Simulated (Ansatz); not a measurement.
A structure relaxed at PBE/def2-SVP in Ansatz, charge 1, singlet:

```xyz
11

Na   -1.1383   -1.3489    2.1310
Na    2.2689   -1.9712    1.0651
Na   -2.2253    0.4502   -0.6065
Na   -0.0908    3.2810   -0.8972
Na   -1.9797    2.1747    2.6085
Na    1.6198    0.2905   -1.5838
Na   -0.5493   -2.5258   -1.1858
Na    1.8576   -2.1487   -4.2627
Na   -0.9719   -0.2744   -3.9961
Na    1.2667    1.3230    1.6918
Na   -0.0577    0.7495    5.0357
```

(1) Give its formula.

(2) Summarise the bond lengths by kind (pairs closer than 1.2 times the sum of covalent radii, bridged metal pairs left out).

Results:

(1) Na₁₁⁺.

(2) 26 × Na–Na 3.40 to 3.97 Å.

The restricted singlet is unstable towards broken spin symmetry in Hartree–Fock (as tested in another run); at PBE/def2-SVP this wasn't settled. The structure comes from a short search, and lower isomers may exist.
